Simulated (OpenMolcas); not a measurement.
Computed levels of 3s² 3p² in ions with 14 electrons, in cm-1 above ³P₀.

```yaml
Program: OpenMolcas 26.06
Method: MS-CASPT2, IPEA 0.25 Eh, imaginary shift 0.1 Eh
Basis: ANO-RCC-VTZP
Scalar_Hamiltonian: DKH2, point nucleus
Spin-orbit_coupling: RASSI with atomic mean-field integrals over the reference wave functions, term energies averaged over their components
```

Active space for each ion: 4 electrons in 4 orbitals (3s 3p); closed shells correlated by CASPT2: 2s 2p.

```json
{"Level": "³P₁", "S2+": "267", "Ar4+": "698"}
{"Level": "³P₂", "S2+": "750", "Ar4+": "1873"}
{"Level": "¹D₂", "S2+": "11040", "Ar4+": "16070"}
{"Level": "¹S₀", "S2+": "25790", "Ar4+": "36660"}
```

Task: Estimate ³P₂, ¹D₂, ¹S₀ for Cl3+ from its neighbours S2+ and Ar4+.

Result: ³P₂ is fine structure, which grows about as the fourth power of a screened charge, so the fourth roots are averaged: ((750^0.25 + 1873^0.25) / 2)^4 = 1217. The calculation gives 1240, so the estimate is off by -1.9 %; the measured value is 1341 (Moore, Atomic Energy Levels, vol. I, NSRDS-NBS 35 (1971 reprint of NBS Circular 467, 1949)).
¹D₂ is another term, which grows about linearly with the charge: (11040 + 16070) / 2 = 13555. The calculation gives 13530, so the estimate is off by +0.2 %; the measured value is 13766 (Moore, Atomic Energy Levels, vol. I, NSRDS-NBS 35 (1971 reprint of NBS Circular 467, 1949)).
¹S₀ is another term, which grows about linearly with the charge: (25790 + 36660) / 2 = 31225. The calculation gives 31200, so the estimate is off by +0.1 %; the measured value is 32550 (Moore, Atomic Energy Levels, vol. I, NSRDS-NBS 35 (1971 reprint of NBS Circular 467, 1949)).

CASPT2 breaks the degeneracy within a term, and the mean is taken; among the terms shown or strongly mixed into the levels shown the widest spread is 46 cm-1 (3s² 3p² ¹D, Cl3+). Over all roots computed the reference weight is 0.85 to 0.99 in S2+, 0.86 to 0.99 in Cl3+, 0.87 to 0.99 in Ar4+; the roots of lowest weight are the least certain, and an intruder state may touch them. Computed and measured levels are paired by configuration, term and J; levels that our copy of the source lacks, or whose pairing is in doubt (as where it misses far off the trend of its configuration), stay unpaired and out of the deviations. Levels of configurations outside the active space are missing.
